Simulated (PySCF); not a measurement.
**Br (bromine, neutral) across methods**

[Ar] 3d10 4s2 4p5, 2P determinant. All numbers are calculated (PySCF 2.14, a scalar-relativistic core potential, in aug-cc-pVQZ-PP with one added diffuse shell each of s, p, d, f, g type with ECP10MDF (8s7p6d4f3g, 114 functions)).

```tsv
method	E (hartree)	mean ε 4s β (eV)	mean ε 4p α (eV)	mean ε 4p β (eV)	Σ⟨r²⟩ (bohr²)	⟨S²⟩
PBE	-416.8067	-19.591	-8.203	-7.411	39.94	0.753
UHF	-415.49322	-26.369	-12.961	-11.775	39.73	0.759
r2SCAN0	-416.6909	-21.893	-9.882	-8.953	39.41	0.755
r2SCAN	-416.6884	-20.101	-8.618	-7.740	39.46	0.755
BHandHLYP	-416.6755	-23.477	-10.797	-9.917	39.70	0.754
PBE0	-416.7827	-21.551	-9.599	-8.728	39.66	0.754
LDA	-416.2218	-19.934	-8.297	-7.531	39.90	0.751
```

Problem. Estimate the same row for B97-3.

Solution. E (hartree) = -416.8558; mean ε 4s β (eV) = -21.605; mean ε 4p α (eV) = -9.613; mean ε 4p β (eV) = -8.765; Σ⟨r²⟩ (bohr²) = 39.61; ⟨S²⟩ = 0.753.

Energies and moments cover only the electrons outside the core potential.
